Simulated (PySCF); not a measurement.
**Oxygen: a sound run and one with changed settings**

Sound run: O⁺ [He] 2s2 2p3, O²⁺ [He] 2s2 2p2. All numbers are calculated (PySCF 2.14, the non-relativistic Hamiltonian (point nucleus), in def2-SVP). The sound run starts from symmetry-adapted Hartree-Fock orbitals and uses a fine grid where one is needed.

Changed run: initial guess minao, at most 50 SCF cycles, level shift 10.0 hartree.

```
species  method  sound run (hartree)  changed run (hartree)  converged
     O⁺     UHF            -74.27607              -74.27607         no
     O⁺    TPSS            -74.49977              -74.49977         no
     O⁺    BP86            -74.47389              -74.47389         no
    O²⁺     UHF            -72.99987              -72.99987         no
    O²⁺    TPSS            -73.19853              -73.19853         no
    O²⁺    BP86            -73.17153              -73.17153         no
```

A level shift slows the SCF but leaves a converged energy unchanged.
